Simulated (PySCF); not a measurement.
# Dipole response of In²⁺ (indium, charge +2)

[Kr] 4d10 5s1, 2S determinant. Computed with PySCF 2.14 in aug-cc-pVTZ-DK3 (8s7p5d2f, 68 functions), with the spin-free X2C one-electron Hamiltonian (Gaussian nucleus). Coupled (time-dependent) response in atomic units; α is the mean over directions.

| method | mean α (bohr³) | C₆ (like pair) | S(−4) |
| --- | --- | --- | --- |
| UHF | 17.51 | 74.69 | 235.7 |
| PBE | 13.23 | 55.65 | 114.2 |
| PBE0 | 14.01 | 58.74 | 133.5 |
| TPSS | 14.04 | 60.00 | 129.9 |

S(−4) is the Cauchy moment in α(ω) = α(0) + S(−4) ω² + …

α(iu) at TPSS:

| u (hartree) | α(iu) (bohr³) |
| --- | --- |
| 0 | 14.04 |
| 0.0500 | 13.73 |
| 0.100 | 12.88 |
| 0.200 | 10.49 |
| 0.300 | 8.279 |
| 0.500 | 5.474 |
| 0.750 | 3.732 |
| 1.00 | 2.777 |
| 1.50 | 1.743 |
| 2.00 | 1.193 |
| 3.00 | 0.6462 |
| 5.00 | 0.2680 |

For an ion, C₆ is the dispersion term alone; charge-induced terms of lower order in 1/R come first.
